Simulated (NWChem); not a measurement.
System: C3H4OS; SMILES C1=CSCO1

Input file for NWChem:

```
start job
memory heap 200 mb stack 900 mb global 1100 mb
geometry units angstroms noautoz
  C     -0.812132    -1.168535     0.022441
  C     -1.256978     0.086606     0.097799
  S      0.064166     1.268852    -0.088413
  C      1.245108    -0.152349     0.123424
  O      0.536187    -1.356026    -0.162645
  H     -1.385444    -2.086362     0.046208
  H     -2.284305     0.405132     0.199654
  H      1.605100    -0.179470     1.159956
  H      2.083160    -0.064989    -0.569549
end
basis spherical
  * library sto-3g
end
dft
  xc xtpss03 ctpss03
  iterations 150
  mulliken
end
task dft energy
```

NWChem printed, in part:

```
             Northwest Computational Chemistry Package (NWChem) 7.3.0
             --------------------------------------------------------

 C1  symmetry detected

                             Geometry "geometry" -> ""
                             -------------------------

 Output coordinates in angstroms (scale by  1.889725989 to convert to a.u.)

  No.       Tag          Charge          X              Y              Z
 ---- ---------------- ---------- -------------- -------------- --------------
    1 C                    6.0000    -0.81092178    -1.17832622     0.00733209
    2 C                    6.0000    -1.26805405     0.07245142     0.08170339
    3 S                   16.0000     0.04630163     1.26712283    -0.07005752
    4 C                    6.0000     1.23497593    -0.14532249     0.15657622
    5 O                    8.0000     0.54244052    -1.35308792    -0.15154736
    6 H                    1.0000    -1.37662815    -2.10114550     0.01356253
    7 H                    1.0000    -2.29995203     0.38152669     0.16472774
    8 H                    1.0000     1.57413365    -0.17620889     1.20000636
    9 H                    1.0000     2.08609572    -0.04625047    -0.51866768

 Effective nuclear repulsion energy (a.u.)     219.7636871623

                                 NWChem DFT Module
                                 -----------------

 Summary of "ao basis" -> "ao basis" (spherical)
 ------------------------------------------------------------------------------
       Tag                 Description            Shells   Functions and Types
 ---------------- ------------------------------  ------  ---------------------
 C                           sto-3g                  3        5   2s1p
 S                           sto-3g                  5        9   3s2p
 O                           sto-3g                  3        5   2s1p
 H                           sto-3g                  1        1   1s

            General Information
            -------------------
          SCF calculation type: DFT
          Wavefunction type:  closed shell.
          No. of atoms     :     9
          No. of electrons :    46
           Alpha electrons :    23
            Beta electrons :    23
          Charge           :     0
          Spin multiplicity:     1
          Use of symmetry is: off; symmetry adaption is: off
          Maximum number of iterations: 150
          AO basis - number of functions:    33
                     number of shells:    21
          Convergence on energy requested:  1.00D-06
          Convergence on density requested:  1.00D-05
          Convergence on gradient requested:  5.00D-04

              XC Information
              --------------
                  TPSS metaGGA Exchange Functional  1.000
             TPSS03 metaGGA Correlation Functional  1.000

             Grid Information
             ----------------
          Grid used for XC integration:  medium
          Radial quadrature: Mura-Knowles
          Angular quadrature: Lebedev.
          Tag              B.-S. Rad. Rad. Pts. Rad. Cut. Ang. Pts.
          ---              ---------- --------- --------- ---------
          C                   0.70       49          10.0       434
          S                   1.00       88          10.0       590
          O                   0.60       49           9.0       434
          H                   0.35       45          11.0       434
          Grid pruning is: on
          Number of quadrature shells:   464
          Spatial weights used:  Erf1

      Superposition of Atomic Density Guess
      -------------------------------------

 Sum of atomic energies:        -580.29099917

      Non-variational initial energy
      ------------------------------

 Total energy =    -581.147378
 1-e energy   =   -1243.607646
 2-e energy   =     442.696581
 HOMO         =      -0.007045
 LUMO         =       0.294749

     ---------------------------------------------
      Total Density - Mulliken Population Analysis
     ---------------------------------------------

    Atom       Charge   Shell Charges
 -----------   ------   -------------------------------------------------------
    1 C    6     5.78   1.99  1.20  2.58
    2 C    6     6.14   1.99  1.29  2.86
    3 S   16    16.17   2.00  2.00  5.97  1.86  4.35
    4 C    6     5.60   1.99  1.26  2.35
    5 O    8     8.50   2.00  1.80  4.70
    6 H    1     0.93   0.93
    7 H    1     0.91   0.91
    8 H    1     0.99   0.99
    9 H    1     0.98   0.98

   convergence    iter        energy       DeltaE   RMS-Dens  Diis-err
 ---------------- ----- ----------------- --------- --------- ---------
 d= 0,ls=0.0,diis     1   -583.2270020676 -8.03D+02  6.25D-02  6.34D-01
 d= 0,ls=0.0,diis     2   -583.0452304395  1.82D-01  4.19D-02  1.91D+00
 d= 0,ls=0.0,diis     3   -583.3221983021 -2.77D-01  1.64D-02  6.80D-02
 d= 0,ls=0.0,diis     4   -583.3232241182 -1.03D-03  8.84D-03  6.15D-02
 d= 0,ls=0.0,diis     5   -583.3338177736 -1.06D-02  1.45D-03  2.05D-03
  Resetting Diis
 d= 0,ls=0.0,diis     6   -583.3341613550 -3.44D-04  1.63D-04  1.11D-05
 d= 0,ls=0.0,diis     7   -583.3341630967 -1.74D-06  1.52D-04  2.19D-06
 d= 0,ls=0.0,diis     8   -583.3341624032  6.94D-07  1.03D-04  5.52D-06
 d= 0,ls=0.0,diis     9   -583.3341634808 -1.08D-06  1.99D-05  3.97D-07
 d= 0,ls=0.0,diis    10   -583.3341635469 -6.60D-08  1.46D-06  1.60D-09

         Total DFT energy =     -583.334163546886
      One electron energy =    -1241.299465133749
           Coulomb energy =      490.454695839487
    Exchange-Corr. energy =      -52.253081414945
 Nuclear repulsion energy =      219.763687162321

 Numeric. integr. density =       46.000004872237

                       DFT Final Molecular Orbital Analysis
                       ------------------------------------

 Vector   21  Occ=2.000000D+00  E=-1.906734D-01
              MO Center=  2.7D-01, -2.9D-01, -1.4D-01, r^2= 2.8D+00
   Bfn.  Coefficient  Atom+Function         Bfn.  Coefficient  Atom+Function
  ----- ------------  ---------------      ----- ------------  ---------------
    28      0.513699  5 O  py                18      0.420900  3 S  py
    26     -0.352631  5 O  s                 27     -0.274787  5 O  px
    19     -0.272358  3 S  pz                23     -0.263146  4 C  py
    16      0.237229  3 S  s                 29      0.225139  5 O  pz
    10     -0.182884  2 C  pz                 7     -0.166233  2 C  s

 Vector   22  Occ=2.000000D+00  E=-1.434407D-01
              MO Center=  7.8D-03,  7.3D-02, -3.9D-02, r^2= 2.6D+00
   Bfn.  Coefficient  Atom+Function         Bfn.  Coefficient  Atom+Function
  ----- ------------  ---------------      ----- ------------  ---------------
    19      0.598001  3 S  pz                29     -0.517820  5 O  pz
    10      0.390474  2 C  pz                28      0.313964  5 O  py
    18      0.269691  3 S  py                15     -0.190175  3 S  pz
    17     -0.098869  3 S  px                27     -0.094098  5 O  px
    14     -0.087139  3 S  py                23     -0.074970  4 C  py

 Vector   23  Occ=2.000000D+00  E=-5.592722D-02
              MO Center= -4.8D-02,  1.2D-01, -2.6D-02, r^2= 2.7D+00
   Bfn.  Coefficient  Atom+Function         Bfn.  Coefficient  Atom+Function
  ----- ------------  ---------------      ----- ------------  ---------------
    19      0.729954  3 S  pz                29      0.510817  5 O  pz
    10     -0.366938  2 C  pz                 5     -0.356657  1 C  pz
    15     -0.225294  3 S  pz                32     -0.221682  8 H  s
    33      0.130663  9 H  s                 28     -0.066662  5 O  py
    18      0.051657  3 S  py                17      0.043549  3 S  px

 Vector   24  Occ=0.000000D+00  E= 1.108157D-01
              MO Center= -6.8D-01, -3.7D-01,  3.7D-02, r^2= 2.0D+00
   Bfn.  Coefficient  Atom+Function         Bfn.  Coefficient  Atom+Function
  ----- ------------  ---------------      ----- ------------  ---------------
     5      0.736648  1 C  pz                10     -0.705530  2 C  pz
    17     -0.322345  3 S  px                23      0.284840  4 C  py
    29     -0.282720  5 O  pz                19      0.225234  3 S  pz
    18      0.148317  3 S  py                 8     -0.136130  2 C  px
    22     -0.114248  4 C  px                26      0.114230  5 O  s

 Vector   25  Occ=0.000000D+00  E= 1.502836D-01
              MO Center=  7.9D-02,  4.5D-01, -3.5D-03, r^2= 2.3D+00
   Bfn.  Coefficient  Atom+Function         Bfn.  Coefficient  Atom+Function
  ----- ------------  ---------------      ----- ------------  ---------------
    17      0.847357  3 S  px                23     -0.439866  4 C  py
    21     -0.435541  4 C  s                 22      0.406630  4 C  px
    10     -0.296703  2 C  pz                 3      0.265899  1 C  px
     5      0.258523  1 C  pz                 7      0.239987  2 C  s
    13     -0.238519  3 S  px                 9      0.236018  2 C  py

 Vector   26  Occ=0.000000D+00  E= 2.270508D-01
              MO Center= -7.9D-02,  2.5D-01,  6.5D-02, r^2= 2.3D+00
   Bfn.  Coefficient  Atom+Function         Bfn.  Coefficient  Atom+Function
  ----- ------------  ---------------      ----- ------------  ---------------
    18      0.721606  3 S  py                23      0.631907  4 C  py
     7      0.603416  2 C  s                 16     -0.536338  3 S  s
     9      0.481863  2 C  py                 8      0.352937  2 C  px
    30      0.288045  6 H  s                 17      0.260650  3 S  px
    26      0.237813  5 O  s                 31     -0.228115  7 H  s

     ---------------------------------------------
      Total Density - Mulliken Population Analysis
     ---------------------------------------------

[...]
```

Level: TPSS/STO-3G. Geometry: optimised at B3LYP/6-31G* (spherical d).
